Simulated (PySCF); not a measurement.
Species: C6H11NSi.
Atom-mapped SMILES: `[CH3:1][CH2:2][Si@H:3]1[CH2:4][C@H:5]([C:6]#[N:7])[CH2:8]1`

Geometry (GFN2-xTB, Å), atoms numbered from 1 in this order:
```xyz
19
C6H11NSi angstrom
C      2.934    0.022   -0.314
C      1.640   -0.379   -1.014
Si     0.198   -0.576    0.207
C     -0.684    1.024    0.784
C     -2.027    0.524    0.193
C     -2.961    0.205    1.234
N     -3.685   -0.069    2.077
C     -1.554   -0.753   -0.544
H      2.807    0.958    0.224
H      3.741    0.148   -1.033
H      3.232   -0.741    0.401
H      1.397    0.368   -1.772
H      1.800   -1.318   -1.544
H      0.498   -1.526    1.283
H     -0.736    1.204    1.856
H     -0.360    1.951    0.314
H     -2.497    1.253   -0.474
H     -1.631   -0.649   -1.624
H     -2.122   -1.636   -0.261
```

NICS is the negative of the GIAO shielding at a point without a nucleus: at the ring centre (0) and 1 Å above and below it (1); zz is the component along the ring normal. Level: GIAO PBE0/pcSseg-1 (PySCF, non-relativistic, gas phase) on the GFN2-xTB geometry, one conformer.

Ring bond lengths (Å), with Mayer bond orders in brackets: Si3–C4 1.917 (0.92), C4–C5 1.551 (0.96), C5–C8 1.549 (0.95), C8–Si3 1.914 (0.91).

Q: Give the NICS values of each ring in ppm.

A: 
```csv
ring,type,NICS(0),"NICS(1), two faces","NICS(1)zz, two faces",rms pucker (Å),"centre to ring atoms, mean (Å)"
Si3–C4–C5–C8,4-membered ring with Si; formal bonds all single,1.6,-0.5 / -0.1,5.4 / 5.7,0.05,1.22
```

Q: What do they say, and how far can they be read as aromaticity?

A: 
- Si3–C4–C5–C8: mean NICS(1)zz 5.6 ppm, deshielded. Si3, C4, C5, C8 have four or more neighbours; no verdict on aromaticity is drawn.

Q: Give the inner angles of the rings and the Hirshfeld charges of the ring atoms.

A: 
- Si3–C4–C5–C8: Si3 77.0° (+0.388 e), C4 90.8° (-0.159 e), C5 100.5° (-0.004 e), C8 91.0° (-0.160 e); sum 359.3° against 360° for a flat convex ring.

Q: What are the shieldings of the ring atoms and their hydrogens in the same run (means over atoms taken as equivalent)?

A: 
```json
{"atoms": "Si3", "environment": "SiH silicon", "σ isotropic (ppm)": "351.7"}
{"atoms": "C4 (×2)", "environment": "sp3 carbon bound to silicon", "σ isotropic (ppm)": "167.0"}
{"atoms": "C5", "environment": "sp3 carbon next to a nitrile", "σ isotropic (ppm)": "168.2"}
{"atoms": "H14", "environment": "Si–H hydrogen", "σ isotropic (ppm)": "26.60"}
{"atoms": "H15 (×2)", "environment": "methylene hydrogen", "σ isotropic (ppm)": "29.95"}
{"atoms": "H16 (×2)", "environment": "methylene hydrogen", "σ isotropic (ppm)": "29.90"}
{"atoms": "H17", "environment": "methine hydrogen", "σ isotropic (ppm)": "28.67"}
```
